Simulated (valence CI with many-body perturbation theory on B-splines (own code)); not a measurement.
From CI to CI+MBPT in Ge II

Method: relativistic CI+MBPT: three valence electrons over a frozen Dirac-Fock core [Ar] 3d10, radial functions for each j: 11 s, 11 p, 9 d, 7 f, 5 g, 2 h, 1 i, with the one-electron correlation potential Σ1, the two-electron term Σ2, the three-electron term Σ3, Breit, model QED; selected CI, second order for the rest (own B-spline code, finite nucleus).

Against 19 measured levels this calculation errs by 274 cm⁻¹ on average and by 523 at most. These come from a selection out of the NIST Handbook of Basic Atomic Spectroscopic Data. Levels without a partner in it may be off by more.

Each rung adds one term. CI alone is the Dirac-Coulomb CI over the frozen core; QED comes last and gives the full result, which names the levels. Energies are above 4s²4p ²P°_1/2 on the same rung, in cm⁻¹.

Names give the largest LS component (configuration and term), which can be under half, so a name can repeat, a term be missing and a line seem to break the LS rules; names also repeat where a configuration has a term twice.

```tsv
Level	CI alone	+ Σ1	+ Σ2	+ Σ3	+ Breit	Full
4s²4p ²P°_3/2	1630	1786	1787	1788	1751	1755
4s4p² ⁴P_1/2	47872	49836	51331	51324	51320	51244
4s4p² ⁴P_3/2	48532	50560	52055	52049	52029	51954
4s4p² ⁴P_5/2	49540	51656	53144	53139	53096	53024
4s²5s ²S_1/2	60759	63696	62346	62327	62270	62302
4s4p² ²D_3/2	61556	64256	64706	64697	64647	64606
4s4p² ²D_5/2	61731	64449	64882	64874	64816	64777
4s²5p ²P°_1/2	77025	80170	78858	78839	78786	78804
4s²5p ²P°_3/2	77366	80528	79220	79201	79140	79159
4s²4d ²D_3/2	78834	82030	80723	80678	80622	80610
4s²4d ²D_5/2	79006	82212	80903	80858	80798	80786
4s4p² ²S_1/2	83018	85972	85584	85474	85437	85367
4s4p² ²P_1/2	90324	93475	90967	90920	90884	90814
4s4p² ²P_3/2	91409	94653	92094	92049	91991	91924
4s²6s ²S_1/2	92583	96061	94471	94452	94388	94414
4s²5d ²D_3/2	97812	101402	99887	99868	99800	99818
4s²5d ²D_5/2	97855	101447	99930	99910	99841	99859
4s²4f ²F°_7/2	97813	101563	100102	100084	100015	100036
4s²4f ²F°_5/2	97814	101564	100103	100084	100016	100037
```

(1) How does the ionisation energy move along the ladder, and which term matters most?

Results:

(1) CI alone 15.624, + Σ1 16.091, + Σ2 15.902, + Σ3 15.899, + Breit 15.891, + QED 15.893 eV. The largest step is Σ1, 0.466 eV. NIST lists 15.9346 eV (measured).
